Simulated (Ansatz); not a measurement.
Species: H$_{7}$GaSSi$_{2}$, SMILES `[SiH3][Ga]([SiH3])[SH]` (Si–Ga–S–H torsion 1°) (charge 0, multiplicity 1), formula H$_{7}$GaSSi$_{2}$.

How many basis functions does frozen-core CCSD(T)/cc-pVTZ // PBE0-D3(BJ)/def2-TZVP (Ansatz, an electronic-structure program) use, how many core orbitals are frozen, and how many electrons are correlated?

243 basis functions and 24 frozen orbitals, which leaves 34 correlated electrons (filled d shells below the valence shell are correlated). Core time is of the order of minutes.
